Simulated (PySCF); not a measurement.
## Multinuclear NMR of CH₁₁O₂PSi₃

Bonds (- single, = double, # triple, : aromatic): C1-Si2, Si2-O3, O3-Si4, Si4-P5, Si4-O6, O6-Si7. C1 carries H8, H9, H10; Si2 carries H11, H12; Si4 carries H13; P5 carries H14, H15; Si7 carries H16, H17, H18. Stereochemistry as in C[SiH2]O[Si@@H](P)O[SiH3]. H11 is pro-R; H12 is pro-S.

Theory: shieldings: GIAO PBE0/pcSseg-1, geometry from GFN2-xTB, in PySCF (single conformer, equivalent nuclei averaged, no relativistic terms, isolated molecule).

**Question.** Where does ³¹P resonate?

**Answer.** 
```tsv
atoms	environment	σ (ppm)	δ (ppm)
P5	phosphorus bonded to Si, 2 H	603.4	-229.8
```

Shieldings were converted by a linear fit to measured shifts: ³¹P: δ = 270.09 − 0.828σ (rms 18.1 ppm, 64 shifts vs H3PO4, solution or neat liquid). A few per cent of atoms miss by over 2 rms, more outside the fitted compound classes.

On a 600 MHz spectrometer ³¹P resonates near 242.9 MHz, so 1 ppm is 242.9 Hz.

**Question.** What are the ²⁹Si shifts?

**Answer.** 
| atoms | environment | σ (ppm) | δ (ppm) |
| --- | --- | --- | --- |
| Si2 | silicon bonded to C, O, 2 H | 367.4 | -22.0 |
| Si4 | silicon bonded to 2 O, P, H | 371.7 | -25.6 |
| Si7 | silicon bonded to O, 3 H | 392.7 | -42.8 |

Shieldings were converted by a linear fit to measured shifts: ²⁹Si: δ = 279.94 − 0.822σ (rms 8.9 ppm, 72 shifts, 25.8 ppm with the 6 outliers that the fit left out vs TMS, solution or neat liquid). A few per cent of atoms miss by over 2 rms, more outside the fitted compound classes.

On a 400 MHz spectrometer ²⁹Si resonates near 79.5 MHz, so 1 ppm is 79.5 Hz.

**Question.** Predict the ¹⁷O NMR data.

**Answer.** 
```csv
atoms,environment,σ (ppm),δ (ppm)
O3,oxygen bonded to 2 Si,253.8,35.6
O6,oxygen bonded to 2 Si,275.4,15.8
```

Shieldings were converted by a linear fit to measured shifts: ¹⁷O (scatter 10.7 ppm rms, 12.2 ppm with the 3 outliers that the fit left out vs liquid water, solution or neat liquid). Occasional misses reach two or three times the rms, and more in compound classes unlike the fitted ones.

On a 500 MHz spectrometer ¹⁷O resonates near 67.8 MHz, so 1 ppm is 67.8 Hz.
